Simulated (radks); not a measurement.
Valence configurations of Er I (all share [Xe]). Method: scalar-relativistic Kohn-Sham, SCAN, spin-unpolarised, spherical densities, finite nucleus; meta-GGA in the generalised Kohn-Sham scheme; Fermi nuclear charge, rms radius 5.2516 fm; computed with a radial shooting solver on a logarithmic mesh with Libxc functionals. Energies are relative to 4f12 6s2; eigenvalues in eV.

| valence | E (eV) | e(4f) | e(5d) | e(6p) | e(6s) |
|---|---|---|---|---|---|
| 4f12 6s2 | 0.000 | -3.136 | - | - | -3.989 |
| 4f12 6s1.5 6p0.5 | 1.508 | -3.975 | - | -1.441 | -4.372 |
| 4f12 5d0.5 6s1.5 | 1.628 | -2.844 | -0.667 | - | -3.874 |
| 4f12 6s1 6p1 | 2.985 | -4.717 | - | -1.786 | -4.774 |
| 4f12 5d1 6s1 | 3.230 | -2.730 | -0.683 | - | -3.768 |
| 4f11 5d1 6s2 | 4.999 | -9.555 | -1.956 | - | -4.593 |
| 4f11 6s2 6p1 | 6.315 | -12.843 | - | -2.146 | -5.955 |
| 4f11 6s1 6p2 | 10.124 | -14.270 | - | -2.711 | -6.537 |
| 4f10 6s2 6p2 | 22.003 | -23.907 | - | -3.129 | -7.753 |

NIST lists [Xe] 4f12 6s2 as the ground configuration; this level of theory agrees among the configurations tried. The energies are those of spherical spin-averaged densities, not of single terms. No valid solution was reached for [Xe] 4f14.
